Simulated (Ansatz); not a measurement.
Reaction (redistribution): `BB[O][AlH2]` + `COC[SiH2]O` → `BBCOC` + `O[SiH2][O][AlH2]`

Computed with Ansatz on PBE0-D4/def2-TZVP structures; ΔE is electronic, products minus reactants. CCSD(T)/CBS is the MP2 limit (def2-TZVPP, def2-QZVPP) plus CCSD(T) − MP2 in def2-TZVPP, frozen cores. Each species was taken in one conformer, which may not be the lowest.

| species | CCSD(T)/CBS(def2) energy (Eh) |
| --- | --- |
| `BB[O][AlH2]` | -369.81813 |
| `COC[SiH2]O` | -520.36507 |
| `BBCOC` | -205.60299 |
| `O[SiH2][O][AlH2]` | -684.59104 |

**Question.** Work out ΔE.

**Answer.** ΔE = (-205.60299) + (-684.59104) − (-369.81813) − (-520.36507) = -0.01083 Eh = -6.8 kcal/mol.

Largest T1 diagnostic among the species: 0.014.

From PBE to PBE0 (25 % exact exchange), in def2-TZVPP and without D4, ΔE moves by −1.0 kcal/mol. The D4 term adds +1.0 kcal/mol with B3LYP and +0.6 kcal/mol with PBE0; it sums over pairs of atoms, weighted by their polarisabilities, and B3LYP, whose exchange is more repulsive, gets the larger term.

B3LYP here is the variant with VWN-RPA as its local correlation; programs differ in this.
